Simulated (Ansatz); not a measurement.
Coupled-cluster run, CH2AlBrClF.

```yaml
crystal:
  periodic: [false, false, false]
  atoms:
    - {symbol: F, position_ang: [-1.758278, -0.939748, 0.604596]}
    - {symbol: C, position_ang: [-0.722835, -0.637238, -0.185353]}
    - {symbol: Br, position_ang: [1.005828, -1.538577, 0.604915]}
    - {symbol: Al, position_ang: [0.463103, 0.908412, 0.139820]}
    - {symbol: Cl, position_ang: [1.504507, 1.584567, -1.551611]}
    - {symbol: H, position_ang: [-0.814329, -1.172821, -1.131213]}
    - {symbol: H, position_ang: [0.383302, 1.727505, 1.473148]}
basis:
  gaussian: {orbitals: def2-SVP}
correlation: {method: ccsd_t}
```

```sh
$ ansatz run in.yaml --threads 4 --pin off --events-out ev --progress --plain
```

Output of Ansatz, abridged:

```
Functional definition: HF
999 factors; integrals over basis functions are off by at most 1.2e-3 eV
mean field evaluation 1: about -92835.7395 eV, gradient 2.4e1 eV
mean field evaluation 2: about -92835.7808 eV, gradient 2.4e1 eV
mean field evaluation 4: about -92837.4400 eV, gradient 2.8e0 eV
mean field evaluation 8: about -92837.4717 eV, gradient 2.0e-4 eV
mean field -92837.47167097 eV, -3411.7141564098 hartree, gradient 6.6e-6 eV, S^2 0.000000; 0 other end points of the search recorded, 0 dependent functions left out
21 core orbitals not correlated: weight in the atoms' cores, before any rotation towards them, 1.000 or more for the frozen orbitals, at most 0.000 for the correlated occupied ones
reference -92837.47167097 eV, -3411.7141564098 hartree; 20, 20 occupied and 65, 65 virtual orbitals, 999 factors
second order -20.15942933 eV of doubles, -0.00000000 eV of singles
cycle   1  -20.49871795 eV  change   -3.4e-1 eV  update   1.0e-1
cycle   2  -20.95769180 eV  change   -4.6e-1 eV  update   3.0e-2
cycle   3  -21.06533648 eV  change   -1.1e-1 eV  update   1.6e-2
cycle   4  -21.05567637 eV  change    9.7e-3 eV  update   3.8e-3
cycle   5  -21.05379467 eV  change    1.9e-3 eV  update   1.6e-3
cycle   6  -21.05445197 eV  change   -6.6e-4 eV  update   4.8e-4
cycle   7  -21.05417817 eV  change    2.7e-4 eV  update   1.7e-4
cycle   8  -21.05416265 eV  change    1.6e-5 eV  update   6.1e-5
cycle   9  -21.05420086 eV  change   -3.8e-5 eV  update   2.5e-5
perturbative correction -0.51704618 eV, -0.0190010966 hartree
Total energy: -92859.04291801 eV, -3412.5068851169 hartree
```

Hardware: 4 threads of a server CPU on a shared host. Wall time 3.9 s, peak host memory 0.44 GiB.

Correlation energy per correlated electron: -0.539 eV. T1 diagnostic: 0.0110.
